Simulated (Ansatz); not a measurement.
C₂₁H₁₅N₃ (relaxed from a model of trityl dicyanamide, whose bonding it doesn't keep), 39 atoms. Hardware: 2 threads of AMD EPYC 7R13 on a shared host and a share (18 GiB) of an NVIDIA H100 80GB HBM3.

Correlated methods freeze 24 core orbitals. Single mean-field runs in def2-SVP, def2-TZVP are fitted with def2-universal-jkfit.

Problem. How many basis functions does each of these Ansatz runs have, and roughly what does it cost? PBE-D4/def2-TZVP, charge -1 doublet, energy, from earlier orbitals; RPA@PBE/def2-SVP, charge 0 singlet, energy, from earlier orbitals; PBE-D4/def2-TZVP, charge 0 singlet, energy, from earlier orbitals; PBE-D4/def2-TZVP, charge 0 triplet at the geometry of the charge 0 singlet, energy, from earlier orbitals; r2SCAN-D4/def2-TZVP, charge 0 singlet, energy, from earlier orbitals; PBE-D4/def2-SVP, charge 0 singlet, energy, from earlier orbitals; PBE-D4/def2-TZVP, charge -1 doublet at the geometry of the charge 0 singlet, energy, from earlier orbitals; PBE0-D4/def2-TZVP, charge 1 doublet at the geometry of the charge 0 singlet, energy; PBE0-D4/def2-TZVP, charge -1 doublet, energy, from earlier orbitals; PBE0-D4/def2-TZVP, charge 0 singlet, energy and forces, from earlier orbitals; MP2/def2-SVP, charge 0 singlet, energy, from earlier orbitals; revPBE-D4/def2-TZVP, charge -1 doublet at the geometry of the charge 0 singlet, energy, from earlier orbitals.

Solution. Other jobs shared the machine, so times can vary by a factor of up to 3.

```
                                                                                                          run  functions  fitting or Cholesky vectors  wall time  peak host memory (GiB)
                                             PBE-D4/def2-SVP, charge 0 singlet, energy, from earlier orbitals        411                         2076      4.9 s                    0.83
                                                MP2/def2-SVP, charge 0 singlet, energy, from earlier orbitals        411                         4280      7.5 s                     1.1
                                            PBE-D4/def2-TZVP, charge 0 singlet, energy, from earlier orbitals        834                         2076        8 s                     1.1
                                           PBE-D4/def2-TZVP, charge -1 doublet, energy, from earlier orbitals        834                         2076       11 s                     1.2
                                         r2SCAN-D4/def2-TZVP, charge 0 singlet, energy, from earlier orbitals        834                         2076       11 s                     1.1
                                          PBE0-D4/def2-TZVP, charge -1 doublet, energy, from earlier orbitals        834                         2076       12 s                     1.2
                                PBE0-D4/def2-TZVP, charge 0 singlet, energy and forces, from earlier orbitals        834                         2076       13 s                     1.4
revPBE-D4/def2-TZVP, charge -1 doublet at the geometry of the charge 0 singlet, energy, from earlier orbitals        834                         2076       13 s                     1.5
                                            RPA@PBE/def2-SVP, charge 0 singlet, energy, from earlier orbitals        411                         4280       13 s                     2.3
    PBE-D4/def2-TZVP, charge 0 triplet at the geometry of the charge 0 singlet, energy, from earlier orbitals        834                         2076       16 s                     1.5
   PBE-D4/def2-TZVP, charge -1 doublet at the geometry of the charge 0 singlet, energy, from earlier orbitals        834                         2076       17 s                     1.5
                          PBE0-D4/def2-TZVP, charge 1 doublet at the geometry of the charge 0 singlet, energy        834                         2076       22 s                     1.5
```
